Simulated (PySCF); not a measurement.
B2BiO, SMILES O=B[B-]#[Bi], charge -1.

Geometry: PBE0-D3(BJ)/def2-SVPD. The def2 effective core potentials stand for the cores of Bi; spin–orbit coupling is left out.

Calculation: PySCF with PBE/def2-TZVPD.

Gas-phase values at a fixed geometry.

Problem. Estimate the frontier levels, gap, dipole moment and polarisability. (An estimate is asked for; the answer gives what the named calculation found.)

Solution. 
| Property | Result |
|---|---|
| highest occupied level | -0.43 eV |
| lowest empty level | 1.89 eV |
| orbital gap | 2.32 eV |
| dipole moment about the centre of nuclear charge | 6.80 D |
| mean static polarisability | 129.9 bohr³ (19.24 Å³) |
| polarisability, principal values | 101.7, 101.7, 186.1 bohr³ |
